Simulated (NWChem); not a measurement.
Species: C₂H₄O₂Si₂; SMILES C#C[SiH]1O[SiH2]O1

```xyz
10

C      0.6425    -3.0947     0.0000
C      0.1225    -1.9946     0.0000
Si    -0.6990    -0.3684     0.0000
O     -0.1235     0.6859     1.1943
Si     0.4639     1.7410     0.0000
O     -0.1235     0.6859    -1.1943
H      1.1076    -4.0653     0.0000
H     -2.1691    -0.5427     0.0000
H     -0.2035     3.0689     0.0000
H      1.9430     1.8836     0.0000
```
Atoms are numbered in this order, from 1.

All runs: NWChem. The geometry was optimised at PBE0/def2-SVP. Total energies compare along this basis series because the functional is fixed.

| level | basis functions | energy (Ha) | highest occupied level (eV) | orbital gap (eV) | dipole (D) | relative time |
|---|---|---|---|---|---|---|
| B3LYP/STO-3G | 42 | -798.2845 | -3.94 | 7.28 | 0.32 | 1 |
| B3LYP/def2-SVP | 112 | -807.8011 | -8.34 | 7.22 | 0.88 | 4 |
| B3LYP/def2-SVPD | 166 | -807.8236 | -8.49 | 7.06 | 0.87 | 10 |
| B3LYP/def2-TZVP | 222 | -808.3043 | -8.44 | 7.05 | 0.86 | 20 |
| B3LYP/def2-TZVPP | 264 | -808.3056 | -8.45 | 7.04 | 0.86 | 30 |

Relative times are rough (shared machine, one core).
